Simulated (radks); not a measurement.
The mean radii <r> (bohr) of the occupied orbitals of an atom or ion are listed with their occupations. Calculated with a radial shooting solver on a logarithmic mesh with Libxc functionals: scalar-relativistic Kohn-Sham, r2SCAN, spin-polarised, spherical densities, finite nucleus; meta-GGA in the generalised Kohn-Sham scheme; Fermi nuclear charge, rms radius of each element as measured or else 0.836 A^(1/3) + 0.57 fm.

orbital  occ.      <r>
1s          2  0.03109
2s          2   0.1325
2p          6   0.1153
3s          2   0.3215

Name the element and its charge. Open shells, if any, are filled with parallel spins first.

Answer. Z = 47, silver, charge +35: Ag35+ in [Ne] 3s2. The 1s radius gives Z: for a bare nucleus <r> = (2 gamma + 1)/(2Z) with gamma = sqrt(1 - (Z/c)^2), 0.03062 bohr for Z = 47, and screening makes it slightly larger (0.03109 here). The occupations add up to 12, and the charge is Z minus that.
